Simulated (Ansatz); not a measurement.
Constitutional and geometric isomers with formula C2H7B. Isolated molecules, 0 K electronic values unless said otherwise. One relaxed conformer stands for each flexible species; it need not be the lowest. Strings in code marks are SMILES.

Quantity: electronic energy of isomers of C2H7B relative to `CBC`, in kcal/mol.

Case: `BCC`. Geometry of `CCB` (neutral, multiplicity 1, Å):

```xyz
10

B      1.4397     0.0262     0.2823
C      0.0995    -0.3730    -0.3939
C     -1.1860     0.2928     0.1021
H      2.4626    -0.4545    -0.1054
H      1.4856     0.7994     1.1931
H      0.2211    -0.2318    -1.4784
H      0.0277    -1.4693    -0.3067
H     -1.3388     0.1051     1.1668
H     -2.0685    -0.0706    -0.4286
H     -1.1428     1.3757    -0.0312
```

Predict the electronic energy of isomers of C2H7B relative to `CBC` from frozen-core CCSD(T)/cc-pVTZ // B3LYP-D3(BJ)/def2-TZVP (Ansatz, a first-principles code).

14.3 kcal/mol.
